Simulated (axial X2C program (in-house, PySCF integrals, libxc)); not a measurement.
## Potential curves of IO, two-component

Calculated with an axial X2C code built on PySCF integrals. Two-component (2c) means X2C with spin–orbit coupling and atomic mean-field two-electron Coulomb and Gaunt terms. Basis: I dyall-cv3z [11s12p8d4f1g], O dyall-av3z [7s6p3d2f] (cores contracted in-house); Gaussian nuclei, density fitting, unrestricted open shells. Masses: I 126.904 u, O 15.995 u.

State: Ω = 3/2 (⟨Sz⟩ = 0.50, ⟨Lz⟩ = 1.00 at PBEsol). Energies in kJ/mol from the fragments at the same level (I + O). Fits are polynomials in 1 − R0/R over 0.85 to 1.23 times the lowest point R0.

```json
{"R (Å)": "1.6208", "PBEsol": "-203.87"}
{"R (Å)": "1.6953", "PBEsol": "-277.10"}
{"R (Å)": "1.7512", "PBEsol": "-308.35"}
{"R (Å)": "1.8071", "PBEsol": "-324.76"}
{"R (Å)": "1.8630", "PBEsol": "-330.03"}
{"R (Å)": "1.9282", "PBEsol": "-325.86"}
{"R (Å)": "1.9934", "PBEsol": "-313.78"}
{"R (Å)": "2.0772", "PBEsol": "-290.63"}
{"R (Å)": "2.1797", "PBEsol": "-255.70"}
{"R (Å)": "2.3287", "PBEsol": "-200.63"}
```

The state is one determinant whose occupation by symmetry is held fixed; it was picked as the lowest of a PBE0 search that is not exhaustive. Dissociation energies refer to the lowest single-determinant-based atoms at the same level and basis. Density functionals use the spin component along the axis (collinear). In 2c an atomic determinant is not the ground J level, so De misses part of the atomic spin–orbit lowering. This holds for PBEsol. Without a current term, density functionals place determinants with orbital angular momentum somewhat too high.

(1) What are Re, ωe and De at the PBEsol level?

Answers

(1) At PBEsol, 2c: Re = 1.868 Å, ωe ≈ 714 cm⁻¹, De = 3.42 eV to I + O; Be follows as 0.34 cm⁻¹.
